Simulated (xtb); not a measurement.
Si(Cl)2(GeH3)(OH) (Cl2GeH4OSi), SMILES O[Si](Cl)(Cl)[GeH3]. All values are semi-empirical tight-binding results from xtb (GFN2-xTB unless named), good for trends rather than for accurate numbers. Geometry: GFN2-xTB. Other conformers were not sampled.

Optimised geometry:

```xyz
9

O      1.2526    -0.0981     1.6366
Si     0.5918     0.0044     0.1602
Cl     1.3610    -1.5624    -0.8125
Cl     1.1560     1.7500    -0.7009
Ge    -1.7299    -0.0870     0.2296
H      1.2316     0.6179     2.2670
H     -2.3047     0.7608     1.3232
H     -2.3923     0.3922    -1.0180
H     -2.2735    -1.4559     0.4738
```

For metal compounds this method's bond lengths and energies can be far off.

```json
{
  "orbital_gap": "5.75 eV",
  "zero_point_energy": "24.5 kcal/mol",
  "G − E(el) at 298.15 K (modified RRHO)": "1.9 kcal/mol"
}
```

Computed atomic charges and the Wiberg bond orders between heavy atoms:
charges (e) O1 -0.45, Si2 0.57, Cl3 -0.19, Cl4 -0.25, Ge5 0.03, H6 0.32, H7 -0.02, H8 -0.01, H9 -0.01. Bond orders O1–Si2 1.23, Si2–Cl3 1.13, Si2–Cl4 1.05, Si2–Ge5 0.70.
